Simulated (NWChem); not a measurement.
Species: C2H3O3, doublet; SMILES C([O])(OC)=O

```xyz
8

C      0.0604    -1.7941     0.0000
O     -0.7149    -0.5733     0.0000
C     -0.0203     0.5533     0.0000
O     -0.6303     1.6616     0.0000
O      1.2283     0.6291     0.0000
H      0.6856    -1.8493     0.8944
H      0.6856    -1.8493    -0.8944
H     -0.6765    -2.5962     0.0000
```
Atoms are numbered in this order, from 1.

Results from NWChem. Spin-unrestricted. Medium grid unless said otherwise, to which SCAN and Minnesota functionals are sensitive. Coordinates come from a B3LYP/6-31G* (spherical d), spin-unrestricted optimisation. No stability test was run on the SCF state. B3LYP is NWChem's, with the RPA form of VWN correlation.

Question: Among these, which level gives the highest value of “lowest empty minus highest occupied level, either spin (eV)”?
(A) N12/def2-SVP
(B) LC-BLYP (range parameter 0.33 per bohr)/def2-SVP
(C) M05-2X/def2-SVP
(D) B97-2/def2-SVP

Answer: B, LC-BLYP (range parameter 0.33 per bohr)/def2-SVP. Values: N12/def2-SVP 1.45; B97-2/def2-SVP 3.66; M05-2X/def2-SVP 6.62; LC-BLYP (range parameter 0.33 per bohr)/def2-SVP 8.42
